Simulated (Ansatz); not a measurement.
[LnF6]3-: PBE0-D4/def2-SVP single points in Ansatz on relaxed structures, gas phase. Core potentials for Ce, Sm, Yb, no spin–orbit coupling. HOMO and LUMO are taken over both spins. With an open 4f shell the SCF may have ended above the lowest state. Levels of anions in sets without diffuse functions are rough. The structures are stationary points that may keep the symmetry of their start. Remarks come from the PBE and PBE0 runs and from stability tests at other levels; not every state was tested. A HOMO above zero means that the electron is unbound at that level and held by the basis, or that self-interaction error raises the level; the energy of removing that electron tells which. HOMO above LUMO (over both spins in singlets and doublets, within one spin in higher multiplets; at PBE or PBE0), or a gap under 0.15 eV within one spin, warns that the state may not be the lowest or that an electron is smeared out.

```tsv
species	atoms	state	geometry	HOMO (eV)	LUMO (eV)	gap (eV)	point group (within 0.1 Å)	remarks
[CeF6]3- (CeF6³⁻)	7	doublet	r2SCAN-D4/def2-SVP	8.65	9.61	0.95	Oh	near-degenerate levels, HOMO above zero at PBE or PBE0, gap within one spin near zero
[SmF6]3- (SmF6³⁻)	7	sextet	PBE0-D4/def2-SVP	5.74	10.85	5.11	–	HOMO above zero at PBE or PBE0
[YbF6]3- (YbF6³⁻)	7	doublet	B3LYP-D4/def2-SVP	5.75	11.40	5.65	–	HOMO above zero at PBE or PBE0
```

The gap (eV) runs from 0.95 ([CeF6]3-) to 5.65 ([YbF6]3-).
